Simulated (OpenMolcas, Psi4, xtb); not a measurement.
A ladder of methods for SnNH4Cl (SMILES [NH2][SnH2][Cl])

The species is SnNH4Cl (7 atoms), meant as a singlet with charge 0. As SMILES, `[NH2][SnH2][Cl]`. The coordinates come from a PBE0-D4/def2-TZVP relaxation. This is one conformer, not always the lowest.

```xyz
7

N    -0.9728   -0.0201   -0.8352
Sn    0.5623    0.0414    0.4491
Cl    0.8464   -2.1335    1.2510
H    -1.8035    0.4855   -0.5665
H    -0.7564    0.1652   -1.8030
H     0.1728    0.9768    1.8146
H     2.0124    0.4168   -0.3557
```

Each level gives the vertical ionisation energy (to the doublet cation) (eV). The values are calculated.

```json
{"level": "GFN2-xTB", "kind": "semi-empirical", "program": "xtb", "value (eV)": "14.18", "CPU time (all runs)": "under 2 s"}
{"level": "GFN1-xTB", "kind": "semi-empirical", "program": "xtb", "value (eV)": "14.61", "CPU time (all runs)": "under 2 s"}
{"level": "HF/def2-SVP (core potential)", "kind": "Hartree–Fock", "program": "OpenMolcas", "value (eV)": "8.50", "CPU time (all runs)": "16 s"}
{"level": "SVWN5/def2-SVP (core potential)", "kind": "LDA", "program": "OpenMolcas", "value (eV)": "9.55", "CPU time (all runs)": "2.2 min"}
{"level": "BLYP/def2-SVP (core potential)", "kind": "GGA", "program": "OpenMolcas", "value (eV)": "9.23", "CPU time (all runs)": "1.8 min"}
{"level": "r2SCAN/def2-SVP (core potential)", "kind": "meta-GGA", "program": "OpenMolcas", "value (eV)": "9.55", "CPU time (all runs)": "3.5 min"}
{"level": "B3LYP/def2-SVP (core potential)", "kind": "global hybrid", "program": "OpenMolcas", "value (eV)": "9.65", "CPU time (all runs)": "85 s"}
{"level": "MP2/def2-SVP (core potential)", "kind": "perturbation theory", "program": "Psi4", "value (eV)": "10.75", "CPU time (all runs)": "8.7 s"}
{"level": "CCSD/def2-SVP (core potential)", "kind": "coupled cluster or CI", "program": "Psi4", "value (eV)": "9.47", "CPU time (all runs)": "52 s"}
```

Spin-orbit coupling, which can split open shells on such heavy atoms by tenths of an eV, is left out. The values span 8.50 to 14.61 eV. The xTB values lack the empirical shift that such differences need. In the correlated wave-function rows the outer d shell of Sn is correlated, in sets not made for it. Times are those of the runs behind each value, whatever else they computed, on shared processors of several kinds: orders of magnitude only.
